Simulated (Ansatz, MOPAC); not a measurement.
Molecule: SiS, charge 0, multiplicity 1. SMILES: S=[Si]

Atoms: Si1, S2. Bonds: Si1-S2.

Bond lengths (Å) and angles (degrees) optimised at AM1 with MOPAC; PM6 with MOPAC; MNDO with MOPAC; HF/3-21G with Ansatz (a program for electronic structure); B3LYP/LANL2DZ with Ansatz; B3LYP/6-31G* with Ansatz, each started from the B3LYP-D3(BJ)/def2-TZVP structure (Ansatz) of the last column. A row stands for all coordinates that are equal there. 6-31G* holds six Cartesian d functions.

```json
[
 {"coordinate": "Si1-S2", "AM1": "1.863", "PM6": "2.005", "MNDO": "1.822", "HF/3-21G": "1.995", "B3LYP/LANL2DZ": "2.025", "B3LYP/6-31G*": "1.952", "B3LYP-D3(BJ)/def2-TZVP": "1.938"}
]
```

Mean signed difference of all 1 bond lengths from B3LYP-D3(BJ)/def2-TZVP: AM1 -0.075 Å, PM6 0.067 Å, MNDO -0.116 Å, HF/3-21G 0.057 Å, B3LYP/LANL2DZ 0.087 Å, B3LYP/6-31G* 0.014 Å.
